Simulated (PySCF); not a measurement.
Numbering as in the mapped SMILES `[CH2:1]=[CH:2]/[CH:3]=[CH:4]\[C:5]([F:6])=[C:7]([F:8])[F:9]` (H(Xn): hydrogen on atom n). Ha(C1) is cis to C3; Hb(C1) is trans to C3.

[PySCF 2.14: GFN2-xTB structure; shieldings: GIAO PBE0/pcSseg-1; no solvent; a single conformation; no relativistic terms]

Chemical shifts δ = σref − σ; TMS for ¹³C, all at this level.

Question: Do the ¹³C shifts follow the atomic charges (in e)? Tabulate both.

Answer: 
| atoms | hybridisation | δ (ppm) | σ para (ppm) | Hirshfeld | IAO | Mulliken | ESP-fitted |
| --- | --- | --- | --- | --- | --- | --- | --- |
| C7 | sp2 | 169.0 | -233 | +0.15 | +0.51 | +0.58 | +0.28 |
| C2 | sp2 | 142.1 | -209 | -0.05 | -0.14 | -0.18 | -0.02 |
| C5 | sp2 | 141.1 | -202 | +0.04 | +0.19 | +0.15 | +0.20 |
| C3 | sp2 | 138.2 | -204 | -0.04 | -0.14 | -0.11 | -0.03 |
| C1 | sp2 | 130.6 | -196 | -0.09 | -0.30 | -0.13 | -0.52 |
| C4 | sp2 | 118.2 | -188 | -0.07 | -0.19 | -0.16 | -0.41 |

Correlation coefficients of δ with charge over these carbons: Hirshfeld +0.89, IAO +0.86, Mulliken +0.86, ESP-fitted +0.82; with the paramagnetic shielding -0.98. With so few points these coefficients are fragile. Charge is one influence among several: hybridisation and low-lying excitations act through the paramagnetic term.

Shifts are as computed. Against solution values, carbons near 30 ppm lie about +3 ppm off and those near 130 ppm about +5 ppm. Of 1211 compounds with measured shifts, 218 miss one by over three times the rms of a fit or turn the order of signals round; such compounds aren't used in these exercises.
